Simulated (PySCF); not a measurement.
C₆H₄F₃O (doublet state).
Atom-mapped SMILES: `[H]/[C:1]=[CH:2]\[O:3]/[CH:4]=[CH:5]\[C:6]([F:7])=[C:8]([F:9])[F:10]` (hydrogens: H11 on C1; H12 on C2; H13 on C4; H14 on C5)

Cartesian coordinates in Å at the GFN2-xTB level; atoms count from 1:
```xyz
14
C6H4F3O angstrom
C      3.5322   -0.8172   -0.2035
C      2.5564   -0.0852   -0.6367
O      1.2546   -0.1742   -0.1859
C      0.3345    0.6387   -0.7116
C     -0.9569    0.6320   -0.3430
C     -1.5381   -0.2316    0.6533
F     -0.7451   -1.1159    1.2844
C     -2.8320   -0.2106    0.9958
F     -3.7171    0.6179    0.4444
F     -3.4111   -0.9834    1.9041
H      3.7777   -1.5931    0.4762
H      2.7119    0.6690   -1.4082
H      0.6710    1.3340   -1.4767
H     -1.6385    1.3191   -0.8146
```

The hyperfine couplings belong to this conformer and change with its torsions.

Level of theory: UKS B3LYP, pcH-1 on C F H O, non-relativistic, mean-field spin-orbit, GIAO (PySCF 2.14.0). One conformer (not necessarily the lowest) at the GFN2-xTB geometry, without solvent, vibrations or thermal averaging. Couplings are sensitive to structure, and on GFN2-xTB geometries they can be far from those on DFT ones. Stability of the SCF solution: not tested.

(1) Break the g tensor into its mass correction, gauge correction and orbital-Zeeman/spin–orbit terms.

(2) What effective moment and Curie constant follow for a powder?

(3) At 9.8 GHz, how far is the centre of the isotropic spectrum from where a free electron (g = 2.002319) resonates?

(4) What are the electron Larmor frequencies g μB B/h along the three axes at 3350 mT?

(5) In a frozen sample, at which fields do the three g values resonate at 9.5, 34, 94 and 263 GHz (hyperfine left aside), and which band first spreads them over more than twice a line width of 0.5 mT?

Answers

(1) 
```json
{"Δg (ppm)": "relativistic mass correction", "1": "-152", "2": "-152", "3": "-152"}
{"Δg (ppm)": "gauge correction", "1": "38", "2": "15", "3": "-58"}
{"Δg (ppm)": "orbital Zeeman/spin–orbit", "1": "-648", "2": "49", "3": "464"}
{"Δg (ppm)": "total", "1": "-762", "2": "-89", "3": "253"}
```

So g = 2.00156, 2.00223, 2.00257 and g_iso = 2.00212; the tensor is rhombic: the two nearest values differ by 34 % of g3 − g1. Axes: g1 points within 6° of the C1–H11 bond, g2 points within 8° of the C2–O3 bond and g3 is normal to the molecular plane.

(2) With the mean of g² = 4.0085 and S(S+1) = 0.75: μ_eff = √(⟨g²⟩S(S+1)) = 1.734 μB and χT = 0.12505·⟨g²⟩·S(S+1) = 0.376 cm³ K/mol (cgs; spin-Hamiltonian part alone).

(3) B = hν/(g μB) with μB/h = 13.99624 MHz/mT gives 349.69 mT for the free electron and 349.72 mT at g_iso, 0.03 mT higher.

(4) 93.8479, 93.8794, 93.8954 GHz for g1, g2 and g3, a range of 47.6 MHz.

(5) 
```json
{"band": "X", "GHz": "9.5", "B(g3) mT": "338.94", "B(g2) mT": "339.00", "B(g1) mT": "339.11", "spread mT": "0.17"}
{"band": "Q", "GHz": "34.0", "B(g3) mT": "1213.05", "B(g2) mT": "1213.26", "B(g1) mT": "1213.67", "spread mT": "0.61"}
{"band": "W", "GHz": "94.0", "B(g3) mT": "3353.73", "B(g2) mT": "3354.30", "B(g1) mT": "3355.43", "spread mT": "1.70"}
{"band": "J", "GHz": "263.0", "B(g3) mT": "9383.31", "B(g2) mT": "9384.91", "B(g1) mT": "9388.07", "spread mT": "4.76"}
```

The spread grows in proportion to the frequency. W band is the first where it exceeds 1.0 mT.

The Mulliken spin populations are largest on C1 (+1.08) and C2 (-0.14). No atom but C1 exceeds +0.15.

The HOMO–LUMO gaps are 5.04 eV among the α and 2.96 eV among the β orbitals.
